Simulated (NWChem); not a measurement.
System: SiCl, doublet; SMILES Cl[Si]

Here is an NWChem input.

```
start job
memory heap 200 mb stack 900 mb global 1100 mb
geometry units angstroms noautosym nocenter noautoz
  Si     0.000000     0.000000    -1.166505
  Cl     0.000000     0.000000     0.961116
end
basis spherical
  * library cc-pcvtz
end
dft
  odft
  mult 2
  xc hfexch
  iterations 150
end
property
  hyperfine
end
task dft property
```

The state is orbitally degenerate and is run as one real component. Coordinates come from a PBE-D3(BJ)/def2-SVP, spin-unrestricted optimisation. No stability test was run on the SCF state.

Fermi-contact couplings, non-relativistic, static geometry.

Atoms are numbered as in the input.

Task: Give the results of this calculation. (UHF/cc-pCVTZ, contact and dipolar terms.) Quantities: basis functions; A(iso) 29Si atom 1 (MHz); A(iso) 35Cl atom 2 (MHz); <S²>.

Result: 
| Item | Result |
|---|---|
| number of basis functions | 118 |
| A(iso) 29Si atom 1 (MHz) | -47.8 |
| A(iso) 35Cl atom 2 (MHz) | 15.3 |
| <S²> | 0.775 |
